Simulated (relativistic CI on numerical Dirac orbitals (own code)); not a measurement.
Computed by Dirac-Coulomb-Breit CI, orbitals from a KLI potential per configuration, model QED, unscaled Slater integrals (own radial code, finite nucleus).

The strongest absorption lines from the ground level of an ion, among the configurations computed and to levels below about 2600 eV (vacuum wavelength in nm, gf): 0.51478 (0.027), 0.52425 (0.013), 0.53896 (0.42), 0.54541 (0.055), 0.55161 (1.4), 0.57813 (0.054), 6.1075 (0.12).

Which ion is it?
A. Zr³⁴⁺
B. Ga²⁵⁺
C. Rb²⁹⁺
D. Rb³¹⁺

D. Rb³¹⁺ has 6 electrons and the ground level 2s²2p² ³P0; the strongest line goes to 2s²2p3d ³D°1. The pattern of lines fixes the number of electrons, and along that sequence the line energies rise steadily with the charge (about as its square where n changes within one kind of shell, about linearly where n is kept but much faster in heavy ions where fine structure, which grows about as Z⁴, sets the gap, and irregularly where shells cross), which fixes Z. Configurations outside the model, such as inner-shell arrays, can give stronger lines. At this charge energies of transitions that change n are usually good to better than 1 %, and those within a shell (Δn = 0) to a few per cent.

LS names give the leading component of a level, which can be under half, so a name can repeat, a term be missing and a line seem to break the LS rules.
